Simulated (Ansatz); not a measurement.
`C[SiH](Cl)[GeH3]` + `O[Si](F)(Cl)Cl` → `F[Si](Cl)(Cl)[O][GeH3]` + `C[SiH2]Cl` at 600 K and 1 bar (cleavage of the Ge–Si bond).

Calculated with Ansatz (gas phase, PBE0-D4/def2-TZVP geometries, no zero-point term in ΔE). CCSD(T)/CBS adds triple-zeta CCSD(T) − MP2 to the extrapolated MP2 energy (def2 sets, frozen cores). For Ge outer-core shells are correlated without core-valence functions, which leaves a few kJ/mol of doubt a bond. Scalar relativity is left out up to krypton. Each species was taken in one conformer, which may not be the lowest.

```
                 species  CCSD(T)/CBS energy (Eh)  H − E (kJ/mol)  S (J/(mol·K))
      `C[SiH](Cl)[GeH3]`              -2867.29429           253.6          475.1
        `O[Si](F)(Cl)Cl`              -1384.43664           106.2          413.2
`F[Si](Cl)(Cl)[O][GeH3]`              -3461.76595           164.0          526.9
             `C[SiH2]Cl`               -789.97638           190.1          364.9
```

H − E and S are ideal-gas, rigid-rotor, harmonic terms from PBE0-D4/def2-TZVP, for one conformer and one mirror image of each species. 1 Eh = 2625.50 kJ/mol, R = 8.31446 J/(mol·K).

Problem. By hand: ΔE, ΔH, ΔS and ΔG.

Solution. ΔE = (-3461.76595) + (-789.97638) − (-2867.29429) − (-1384.43664) = -0.01140 Eh = -29.9 kJ/mol. Δ(H − E) = 164.0 + 190.1 − 253.6 − 106.2 = -5.7, so ΔH = -35.6 kJ/mol. ΔS = 526.9 + 364.9 − 475.1 − 413.2 = 3.5 J/(mol·K). ΔG = -35.6 − 600 × (3.5)/1000 = -37.7 kJ/mol.

Problem. By hand: the equilibrium constant, and the temperature at which ΔG would vanish if ΔH and ΔS stayed fixed.

Solution. log₁₀ K = −ΔG/(RT ln 10) = 3.3. ΔH and −TΔS have one sign here, so there is no such temperature. One of them is within its doubt of zero, so this could turn.

The number of gas molecules stays the same, so ΔS is small and ΔH decides. A doubt of 5 kJ/mol in ΔE shifts log₁₀ K by 0.4 here. Other conformers and mirror images would add mixing entropy, several J/(mol·K) or more a flexible species. Modes under 60 cm⁻¹, often nearly free rotors, make the harmonic entropy too high. These are equilibria of isolated gas molecules and say nothing of rates. Largest T1 diagnostic: 0.011 (customary marks: 0.02 for closed shells, 0.045 for open ones).
